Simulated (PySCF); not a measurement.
**Ne⁺ (neon, charge +1) across methods**

[He] 2s2 2p5, 2P determinant. Computed with PySCF 2.14 in aug-cc-pV5Z (7s6p5d4f3g2h, 127 functions), with no relativity, point nucleus. The B2PLYP total includes its PT2 part (frozen core); its orbital energies are those of the SCF part.

```json
{"method": "r2SCAN", "E (hartree)": "-128.1447", "mean ε 2s β (eV)": "-55.396", "mean ε 2p α (eV)": "-34.199", "mean ε 2p β (eV)": "-32.040", "Σ⟨r²⟩ (bohr²)": "6.839", "⟨S²⟩": "0.752"}
{"method": "PBE", "E (hartree)": "-128.0700", "mean ε 2s β (eV)": "-54.072", "mean ε 2p α (eV)": "-33.221", "mean ε 2p β (eV)": "-31.248", "Σ⟨r²⟩ (bohr²)": "6.927", "⟨S²⟩": "0.751"}
{"method": "PBE0", "E (hartree)": "-128.0832", "mean ε 2s β (eV)": "-57.929", "mean ε 2p α (eV)": "-36.376", "mean ε 2p β (eV)": "-34.229", "Σ⟨r²⟩ (bohr²)": "6.863", "⟨S²⟩": "0.751"}
{"method": "B2PLYP", "E (hartree)": "-128.1442", "mean ε 2s β (eV)": "-61.833", "mean ε 2p α (eV)": "-39.636", "mean ε 2p β (eV)": "-37.291", "Σ⟨r²⟩ (bohr²)": "6.837", "⟨S²⟩": "0.752"}
{"method": "PBEsol", "E (hartree)": "-127.7282", "mean ε 2s β (eV)": "-53.900", "mean ε 2p α (eV)": "-33.147", "mean ε 2p β (eV)": "-31.075", "Σ⟨r²⟩ (bohr²)": "6.933", "⟨S²⟩": "0.751"}
{"method": "LDA", "E (hartree)": "-127.4176", "mean ε 2s β (eV)": "-53.956", "mean ε 2p α (eV)": "-33.382", "mean ε 2p β (eV)": "-31.252", "Σ⟨r²⟩ (bohr²)": "6.952", "⟨S²⟩": "0.751"}
{"method": "TPSSh", "E (hartree)": "-128.1845", "mean ε 2s β (eV)": "-56.282", "mean ε 2p α (eV)": "-34.711", "mean ε 2p β (eV)": "-32.711", "Σ⟨r²⟩ (bohr²)": "6.866", "⟨S²⟩": "0.751"}
{"method": "UHF", "E (hartree)": "-127.82441", "mean ε 2s β (eV)": "-68.249", "mean ε 2p α (eV)": "-44.944", "mean ε 2p β (eV)": "-42.106", "Σ⟨r²⟩ (bohr²)": "6.760", "⟨S²⟩": "0.753"}
```
